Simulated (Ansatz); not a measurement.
B₂O₃, SMILES O=BOB=O.

Coordinates come from a PBE0-D3(BJ)/def2-SVP optimisation. Other conformers were not sampled.

Two levels are set side by side: PBE/def2-SVPD (Ansatz, a first-principles code) and PBE0/def2-SVPD (Ansatz). Energy differences of separate SCF runs at the same geometry; the states with an electron removed or added have multiplicity 2 and 2. Differences are taken from unrounded values.

| quantity | PBE |
|---|---|
| vertical ionisation energy (eV) | 12.11 |
| vertical singlet–triplet gap (eV) | 6.77 |

### Question
These are the PBE values. What does PBE0 give? (An estimate is asked for; the answer gives what the named calculation found.)

### Answer

```tsv
quantity	PBE0	PBE minus PBE0
vertical ionisation energy (eV)	12.55	-0.44
vertical singlet–triplet gap (eV)	7.38	-0.61
```
